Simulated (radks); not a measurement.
The numbers below are computed, except where a source is named.
Isoelectronic series with 22 electrons, all held in the configuration [Ar] 3d2 4s2, which need not be the ground one along the series. Level of theory: scalar-relativistic Kohn-Sham, PBE, spin-unpolarised, spherical densities, finite nucleus; Fermi nuclear charge, rms radius of each element as measured or else 0.836 A^(1/3) + 0.57 fm (a radial shooting solver on a logarithmic mesh with Libxc functionals). Total energies (hartree) and orbital eigenvalues (hartree):

ion    E (hartree)         3d         4s         3p         3s
Ti      -853.56264   -0.15651   -0.16416   -1.42811   -2.30173
Mn3+   -1155.06211   -2.06670   -1.30273   -3.91099   -5.09029
Ni6+   -1505.69954   -5.16484   -3.11045   -7.56686   -9.08092
Ga9+   -1905.72703   -9.32872   -5.53061  -12.28834  -14.16341
Se12+  -2355.60040  -14.52722   -8.55035  -18.05407  -20.32054
Rb15+  -2855.88623  -20.74755  -12.16737  -24.85887  -27.55365
Zr18+  -3407.24265  -27.98373  -16.38385  -32.70368  -35.87187
Tc21+  -4010.41510  -36.23306  -21.20455  -41.59263  -45.28899
Pd24+  -4666.24290  -45.49467  -26.63615  -51.53194  -55.82247
In27+  -5375.66054  -55.76888  -32.68686  -62.52936  -67.49298
Te30+  -6139.69822  -67.05683  -39.36634  -74.59392  -80.32425
Cs33+   -6959.5084  -79.36028  -46.68572  -87.73583  -94.34340
Ce36+   -7836.3498  -92.68151  -54.65755  -101.9664  -109.5808
Pm39+   -8771.6153  -107.0232  -63.29598  -117.2979  -126.0707
Gd42+   -9766.8123  -122.3885  -72.61671  -133.7438  -143.8509
Ho45+  -10823.7080  -138.7807  -82.63775  -151.3186  -162.9651

3d drops below 4s between Ti and Mn3+.
